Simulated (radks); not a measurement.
Values are calculated unless marked as measured or tabulated.
Problem. S IV, configuration [Ne] 3s1 3p1 4f1 (not the ground configuration). Level of theory: Dirac Kohn-Sham, PBE, spin-unpolarised, spherical densities, finite nucleus; open shells fill j = l - 1/2 first; Fermi nuclear charge, rms radius 3.2611 fm (a radial shooting solver on a logarithmic mesh with Libxc functionals). Some entries of the table are withheld. Estimate them.

| orbital | occ. | eigenvalue (eV) | <r^2> (bohr^2) | <1/r> (bohr^-1) |
|---|---|---|---|---|
| 1s1/2 | 2 | -2461.610 | 0.01263 | 15.66 |
| 2s1/2 | 2 | -264.9676 | (1) | 3.080 |
| 2p1/2 | 2 | -210.8517 | 0.2393 | (2) |
| 2p3/2 | 4 | -209.5743 | 0.2416 | (3) |
| 3s1/2 | 1 | (4) | 2.469 | 0.9446 |
| 3p1/2 | 1 | -47.0814 | (5) | 0.8587 |
| 3p3/2 | 0 | -46.9302 | (6) | 0.8556 |
| 4f5/2 | 1 | -11.7837 | (7) | 0.2691 |
| 4f7/2 | 0 | -11.7833 | (8) | 0.2690 |

Solution. 
(1) 2s1/2 <r^2> (bohr^2): 0.2704
(2) 2p1/2 <1/r> (bohr^-1): 2.988
(3) 2p3/2 <1/r> (bohr^-1): 2.967
(4) 3s1/2 eigenvalue (eV): -59.3999
(5) 3p1/2 <r^2> (bohr^2): 2.896
(6) 3p3/2 <r^2> (bohr^2): 2.912
(7) 4f5/2 <r^2> (bohr^2): 20.19
(8) 4f7/2 <r^2> (bohr^2): 20.19
